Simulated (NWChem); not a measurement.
Species: BaF cation; SMILES [F][Ba+]

Results from NWChem. Medium grid unless said otherwise, to which SCAN and Minnesota functionals are sensitive. Structure relaxed at the PBE0/def2-SVP level. def2 effective core potentials on Ba; no spin-orbit coupling.

Order these by “highest occupied level (eV)”, lowest first: BP86/def2-TZVP; M05-2X/def2-TZVP; r2SCAN0/def2-TZVP; B3LYP/def2-TZVP; TPSSh/def2-TZVP.

M05-2X/def2-TZVP (-15.93), r2SCAN0/def2-TZVP (-14.17), B3LYP/def2-TZVP (-13.70), TPSSh/def2-TZVP (-12.97), BP86/def2-TZVP (-12.40)
